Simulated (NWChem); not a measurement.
System: AlSiH5O; SMILES [AlH2][O][SiH3]

Here is an NWChem input.

```
start job
memory heap 200 mb stack 900 mb global 1100 mb
geometry units angstroms noautoz
  Al     0.001776    -1.801665     0.001043
  H     -1.395364    -2.546326     0.000193
  H      1.396357    -2.551087     0.000347
  O      0.005941    -0.097879     0.002623
  Si     0.000232     1.544413     0.000575
  H      0.381175     2.064415     1.342619
  H     -1.350365     2.071984    -0.338679
  H      0.968345     2.070479    -1.000933
end
basis spherical
  * library def2-tzvp
end
dft
  xc m05-2x
  iterations 150
  mulliken
end
task dft energy
```

All runs use the structure optimised with B3LYP/6-31G* (spherical d).

Q: Give the results of this calculation. (M05-2X/def2-TZVP.) Quantities: energy (Ha); highest occupied level (eV); orbital gap (eV); dipole (D).

A: 
```
Property                      Result
---------------------------  -------
energy (Ha)                  -610.26
highest occupied level (eV)    -9.57
orbital gap (eV)                9.08
dipole (D)                      0.37
```
